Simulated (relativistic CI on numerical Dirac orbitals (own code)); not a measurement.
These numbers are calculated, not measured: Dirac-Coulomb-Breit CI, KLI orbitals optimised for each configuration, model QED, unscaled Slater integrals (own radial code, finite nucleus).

Configurations in the expansion: 1s2, 1s 2s, 1s 2p, 1s 3s, 1s 3p, 1s 3d, 1s 4s, 1s 4p, 1s 4d, 1s 4f, 1s 5s, 1s 5p, 1s 5d, 1s 5f, 1s 5g, 1s 6s, 1s 6p, 1s 6d. Levels of other configurations are missing.

At this charge energies of transitions that change n are usually good to better than 1 %, and those within a shell (Δn = 0) to a few per cent.

Outline of the computed level scheme of Cl XVI. Lowest level of each configuration: 1s2 1S_0 at 0.00 eV; 1s 2s 3S_1 at 2755.59 eV; 1s 2p 3P°_0 at 2773.21 eV; 1s 3s 3S_1 at 3261.15 eV; 1s 3p 3P°_0 at 3266.01 eV; 1s 3d 3D_1 at 3269.44 eV; 1s 4s 3S_1 at 3435.58 eV; 1s 4p 3P°_0 at 3437.58 eV; 1s 4d 3D_1 at 3439.00 eV.

Some strong electric-dipole decays among the lowest 27 levels: 1s 2p 1P°_1 → 1s2 1S_0 (8.7e+13 s⁻¹); 1s 3p 1P°_1 → 1s2 1S_0 (2.5e+13 s⁻¹); 1s 4p 1P°_1 → 1s2 1S_0 (1.0e+13 s⁻¹); 1s 3d 3D_3 → 1s 2p 3P°_2 (4.3e+12 s⁻¹); 1s 3d 1D_2 → 1s 2p 1P°_1 (3.6e+12 s⁻¹); 1s 3d 3D_2 → 1s 2p 3P°_1 (2.9e+12 s⁻¹); 1s 3d 3D_1 → 1s 2p 3P°_0 (2.4e+12 s⁻¹); 1s 3d 3D_1 → 1s 2p 3P°_1 (1.8e+12 s⁻¹).

LS names give the leading component of a level, which can be under half, so a name can repeat, a term be missing and a line seem to break the LS rules.
